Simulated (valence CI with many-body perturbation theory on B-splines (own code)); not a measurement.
# In16+: electric-dipole lines

Computed by valence CI with perturbative core correlation (CI+MBPT): five valence electrons over a frozen Dirac-Fock core [Ar] 3d10, radial functions for each j: 9 s, 9 p, 8 d, 6 f, 3 g, 1 h, with the one-electron correlation potential Σ1 (screened to all orders), the two-electron term Σ2, the three-electron term Σ3, Breit, model QED; selected single and double excitations, second order for the rest (own B-spline code, finite nucleus).

No measured spectrum was set against this ion. As an estimate, levels hold to about 250 cm⁻¹ or 0.2 % of their energy and the worst to 1 %, as in measured heavy ions of charge 2 to 7; those with d or f electrons hold less well. Among the levels kept, up to 310 cm⁻¹ of a level comes from second order outside the variational space, and about a tenth of that is noise between levels of different J, which matters for small intervals.

Lines 151 to 180 of 180 in falling wavelength, among levels below 114.61 eV, chosen from the strongest by gf and those to the six lowest levels. Wavelengths and rates use the calculated energies, so an error of 1000 cm⁻¹ moves a line at 14.89 nm by 0.15 % and its rate by three times that or more. Electric multipoles are in the length gauge, E1 and E2 with the static RPA response of the core. Weak lines are less certain than strong ones. Lines between different terms over intervals too small for the method are left out, as are lines whose strength nearly cancels.

Names give the largest LS component (configuration and term), which can be under half, so a name can repeat, a term be missing and a line seem to break the LS rules; names also repeat where a configuration has a term twice. Letters in brackets count levels of one name in rising energy.

```csv
λ vac (nm),Upper,Lower,A (s⁻¹),S (a.u.) with core polarisation,S without
14.89,4s2 4p2 4d 2S_1/2,4s2 4p3 2P°_1/2,8.90e+08,2.90e-03,3.12e-03
14.87,4s2 4p2 4d 2P_3/2 [b],4s2 4p3 2P°_1/2,1.18e+11,7.68e-01,8.29e-01
14.81,4s2 4p2 4d 2P_1/2 [b],4s2 4p3 2D°_3/2,4.48e+10,1.44e-01,1.55e-01
14.80,4s2 4p2 4d 4P_5/2,4s2 4p3 4S°_3/2,1.80e+11,1.72e+00,1.86e+00
14.71,4s2 4p2 4d 2D_3/2 [b],4s2 4p3 2D°_3/2,1.72e+11,1.08e+00,1.17e+00
14.68,4s2 4p2 4d 2D_5/2 [c],4s2 4p3 2D°_5/2,1.24e+10,1.16e-01,1.25e-01
14.67,4s2 4p2 4d 4P_3/2,4s2 4p3 4S°_3/2,1.77e+11,1.10e+00,1.19e+00
14.64,4s2 4p2 4d 4P_1/2,4s2 4p3 4S°_3/2,2.00e+11,6.19e-01,6.69e-01
14.55,4s2 4p2 4d 2D_5/2 [b],4s2 4p3 2D°_3/2,1.66e+11,1.51e+00,1.63e+00
14.41,4s2 4p2 4d 2F_7/2 [c],4s2 4p3 2D°_5/2,3.17e+11,3.75e+00,4.04e+00
14.31,4s2 4p2 4d 2D_3/2 [a],4s2 4p3 4S°_3/2,4.96e+10,2.87e-01,3.10e-01
14.28,4s2 4p2 4d 2D_5/2 [c],4s2 4p3 2D°_3/2,4.72e+09,4.08e-02,4.39e-02
14.28,4s2 4p2 4d 2P_3/2 [b],4s2 4p3 2D°_5/2,3.53e+08,2.03e-03,2.13e-03
14.25,4s2 4p2 4d 2D_3/2 [c],4s2 4p3 2P°_1/2,1.32e+11,7.56e-01,8.14e-01
14.08,4s2 4p2 4d 2P_1/2 [a],4s2 4p3 4S°_3/2,3.31e+10,9.12e-02,9.84e-02
13.97,4s2 4p2 4d 2D_5/2 [a],4s2 4p3 4S°_3/2,7.48e+10,6.03e-01,6.50e-01
13.92,4s2 4p2 4d 2S_1/2,4s2 4p3 2D°_3/2,4.62e+10,1.23e-01,1.33e-01
13.90,4s2 4p2 4d 2P_3/2 [b],4s2 4p3 2D°_3/2,4.99e+09,2.64e-02,2.85e-02
13.71,4s2 4p2 4d 2D_3/2 [c],4s2 4p3 2D°_5/2,6.67e+08,3.39e-03,3.65e-03
13.63,4s2 4p2 4d 2P_1/2 [b],4s2 4p3 4S°_3/2,1.22e+07,3.05e-05,3.27e-05
13.56,4s2 4p2 4d 2D_3/2 [b],4s2 4p3 4S°_3/2,6.25e+07,3.07e-04,3.35e-04
13.54,4s2 4p2 4d 2D_5/2 [d],4s2 4p3 2D°_5/2,1.25e+10,9.19e-02,9.88e-02
13.42,4s2 4p2 4d 2D_5/2 [b],4s2 4p3 4S°_3/2,7.42e+09,5.30e-02,5.71e-02
13.36,4s2 4p2 4d 2D_3/2 [c],4s2 4p3 2D°_3/2,5.92e+07,2.79e-04,2.94e-04
13.20,4s2 4p2 4d 2D_5/2 [d],4s2 4p3 2D°_3/2,6.83e+09,4.66e-02,5.01e-02
13.19,4s2 4p2 4d 2D_5/2 [c],4s2 4p3 4S°_3/2,2.74e+09,1.86e-02,2.01e-02
12.88,4s2 4p2 4d 2S_1/2,4s2 4p3 4S°_3/2,2.89e+08,6.10e-04,6.61e-04
12.86,4s2 4p2 4d 2P_3/2 [b],4s2 4p3 4S°_3/2,1.84e+08,7.74e-04,8.43e-04
12.40,4s2 4p2 4d 2D_3/2 [c],4s2 4p3 4S°_3/2,8.69e+08,3.27e-03,3.53e-03
12.26,4s2 4p2 4d 2D_5/2 [d],4s2 4p3 4S°_3/2,9.97e+08,5.44e-03,5.87e-03
```
